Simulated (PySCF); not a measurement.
Computed shifts of a molecule C2H10FNSi2, B3LYP/pcSseg-1 (PySCF), GIAO, gas phase, atoms alike by connectivity averaged where their shifts nearly agree, in ppm (number of nuclei): ¹⁹F: -302.8 (1). ¹³C: 81.4 (1), 30.8 (1). ²⁹Si: -34.2 (1), -65.3 (1). ¹⁵N: 21.1 (1). ¹H: 4.98 (1), 4.86 (1), 4.61 (1), 4.42 (1), 4.07 (3), 3.17 (1), 2.56 (1), 0.40 (1). References: ¹⁹F against CFCl3 (σ = 161.7 ppm); ¹³C against TMS (σ = 181.3 ppm); ²⁹Si against TMS (σ = 338.7 ppm); ¹⁵N against NH3 (σ = 265.5 ppm); ¹H against TMS (σ = 31.68 ppm), references at their B3LYP-D3(BJ)/def2-TZVP geometries, non-relativistic. Coordinates come from a B3LYP-D3(BJ)/def2-SVP optimisation. The values are those of a single conformer.

Question: Which structure fits?
A) FC[SiH2]NC[SiH3]
B) C[Si@H](CF)[SiH2]N
C) CNC[SiH2][SiH2]F
D) C[C@H](F)[Si@@H](N)[SiH3]

Answer: A, FC[SiH2]NC[SiH3]
